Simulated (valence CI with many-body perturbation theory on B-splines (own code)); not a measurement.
**Re⁴¹⁺: electric-dipole lines**

Level of theory: valence CI with perturbative core correlation (CI+MBPT): six valence electrons over a frozen Dirac-Fock core [Ar] 3d10, a basis of 9 s, 9 p, 8 d, 6 f, 3 g, 1 h functions for each j, with the one-electron correlation potential Σ1, the two-electron term Σ2, the three-electron term Σ3, Breit, model QED; selected CI, second order for the rest, scaled by the run's own slope (own B-spline code, finite nucleus).

The last digits are not significant, and no measured levels were compared; by estimate large intervals hold to a few tenths of a per cent, small ones and those within an open d or f shell to about a per cent. Among the levels kept, up to 640 cm⁻¹ of a level comes from second order outside the variational space, and about a tenth of that is noise between levels of different J, which matters for small intervals.

Lines 51 to 85 of 85 in falling wavelength, among levels below 2522500 cm⁻¹, chosen from the strongest by gf and those to the six lowest levels. Wavelengths and rates use the calculated energies. Electric multipoles are in the length gauge with retardation, E1 and E2 with the static RPA response of the core. Weak lines are less certain than strong ones. Lines between different terms over intervals too small for the method are left out, as are lines whose strength nearly cancels. The highest levels of a list are the least certain.

Levels are named by their leading jj configuration (3d3/2^4 stands for four electrons in 3d with j = 3/2), which in mixed levels can hold well under half, so a name can repeat and another be missing. Letters in brackets count levels of one name in rising energy.

```csv
λ vac (nm),Upper,Lower,A (s⁻¹),log gf,Branch %
6.531,(4s^2 4p1/2 4p3/2^2 4d5/2) J=2 [a],(4s^2 4p1/2 4p3/2^3) J=1,4.70e+09,-1.82,52.2
6.444,(4s^2 4p1/2 4p3/2^2 4d5/2) J=2 [b],(4s^2 4p1/2 4p3/2^3) J=2,2.01e+11,-0.20,36.6
6.398,(4s^2 4p1/2^2 4p3/2 4d5/2) J=3,(4s^2 4p1/2^2 4p3/2^2) J=2,4.72e+11,0.31,100.0
6.390,(4s^2 4p1/2 4p3/2^2 4d5/2) J=1 [b],(4s^2 4p1/2 4p3/2^3) J=2,7.97e+10,-0.83,10.1
6.300,(4s^2 4p1/2^2 4p3/2 4d5/2) J=1,(4s^2 4p1/2^2 4p3/2^2) J=2,1.01e+11,-0.75,36.8
6.294,(4s^2 4p1/2 4p3/2^2 4d5/2) J=2 [b],(4s^2 4p1/2 4p3/2^3) J=1,3.02e+11,-0.05,54.9
6.290,(4s^2 4p1/2 4p3/2^2 4d5/2) J=3 [c],(4s^2 4p1/2 4p3/2^3) J=2,6.36e+11,0.42,94.6
6.243,(4s^2 4p1/2 4p3/2^2 4d5/2) J=1 [b],(4s^2 4p1/2 4p3/2^3) J=1,5.40e+11,-0.02,68.3
6.204,(4s^2 4p1/2 4p3/2^2 4d5/2) J=2 [c],(4s^2 4p1/2 4p3/2^3) J=2,4.59e+11,0.12,42.2
6.065,(4s^2 4p1/2 4p3/2^2 4d5/2) J=2 [c],(4s^2 4p1/2 4p3/2^3) J=1,6.13e+11,0.23,56.4
5.993,(4s 4p1/2^2 4p3/2^3) J=2,(4s^2 4p1/2^2 4p3/2^2) J=2,4.32e+11,0.07,95.0
5.934,(4s 4p1/2^2 4p3/2^3) J=1,(4s^2 4p1/2^2 4p3/2^2) J=0,2.91e+11,-0.34,43.3
5.878,(4s 4p1/2 4p3/2^4) J=0,(4s^2 4p1/2 4p3/2^3) J=1,7.16e+11,-0.43,100.0
5.689,(4s 4p1/2^2 4p3/2^3) J=1,(4s^2 4p1/2^2 4p3/2^2) J=2,3.43e+11,-0.30,51.0
5.114,(4s^2 4p1/2 4p3/2^2 4d3/2) J=1 [a],(4s^2 4p1/2^2 4p3/2^2) J=0,1.86e+10,-1.66,31.9
4.931,(4s^2 4p1/2 4p3/2^2 4d3/2) J=1 [a],(4s^2 4p1/2^2 4p3/2^2) J=2,3.10e+10,-1.47,53.3
4.928,(4s^2 4p1/2 4p3/2^2 4d3/2) J=2 [a],(4s^2 4p1/2^2 4p3/2^2) J=2,6.36e+09,-1.94,73.1
4.856,(4s^2 4p1/2 4p3/2^2 4d3/2) J=3 [a],(4s^2 4p1/2^2 4p3/2^2) J=2,1.65e+10,-1.39,91.3
4.675,(4s^2 4p1/2 4p3/2^2 4d3/2) J=2 [b],(4s^2 4p1/2^2 4p3/2^2) J=2,9.72e+10,-0.80,98.3
4.652,(4s^2 4p1/2 4p3/2^2 4d3/2) J=1 [b],(4s^2 4p1/2^2 4p3/2^2) J=0,1.15e+10,-1.95,0.6
4.605,(4s^2 4p1/2 4p3/2^2 4d5/2) J=1 [a],(4s^2 4p1/2^2 4p3/2^2) J=0,2.66e+10,-1.60,8.4
4.554,(4s^2 4p1/2 4p3/2^2 4d5/2) J=3 [a],(4s^2 4p1/2^2 4p3/2^2) J=2,3.77e+11,-0.09,99.9
4.511,(4s^2 4p1/2 4p3/2^2 4d3/2) J=1 [c],(4s^2 4p1/2^2 4p3/2^2) J=0,1.82e+12,0.22,98.0
4.508,(4s^2 4p1/2 4p3/2^2 4d3/2) J=2 [c],(4s^2 4p1/2^2 4p3/2^2) J=2,1.88e+12,0.46,99.7
4.501,(4s^2 4p1/2 4p3/2^2 4d3/2) J=3 [b],(4s^2 4p1/2^2 4p3/2^2) J=2,1.46e+12,0.49,99.9
4.500,(4s^2 4p1/2 4p3/2^2 4d3/2) J=1 [b],(4s^2 4p1/2^2 4p3/2^2) J=2,1.81e+12,0.22,99.3
4.456,(4s^2 4p1/2 4p3/2^2 4d5/2) J=1 [a],(4s^2 4p1/2^2 4p3/2^2) J=2,2.69e+11,-0.62,85.4
4.368,(4s^2 4p1/2 4p3/2^2 4d3/2) J=1 [c],(4s^2 4p1/2^2 4p3/2^2) J=2,2.44e+10,-1.68,1.3
4.295,(4s^2 4p1/2 4p3/2^2 4d5/2) J=1 [b],(4s^2 4p1/2^2 4p3/2^2) J=0,1.28e+11,-0.97,16.2
4.292,(4s^2 4p1/2 4p3/2^2 4d5/2) J=2 [a],(4s^2 4p1/2^2 4p3/2^2) J=2,2.26e+09,-2.51,25.2
4.241,(4s^2 4p1/2 4p3/2^2 4d5/2) J=3 [b],(4s^2 4p1/2^2 4p3/2^2) J=2,2.57e+08,-3.31,16.5
4.188,(4s^2 4p1/2 4p3/2^2 4d5/2) J=2 [b],(4s^2 4p1/2^2 4p3/2^2) J=2,4.65e+10,-1.21,8.5
4.165,(4s^2 4p1/2 4p3/2^2 4d5/2) J=1 [b],(4s^2 4p1/2^2 4p3/2^2) J=2,4.28e+10,-1.48,5.4
4.123,(4s^2 4p1/2 4p3/2^2 4d5/2) J=3 [c],(4s^2 4p1/2^2 4p3/2^2) J=2,3.64e+10,-1.19,5.4
4.086,(4s^2 4p1/2 4p3/2^2 4d5/2) J=2 [c],(4s^2 4p1/2^2 4p3/2^2) J=2,1.59e+10,-1.70,1.5
```
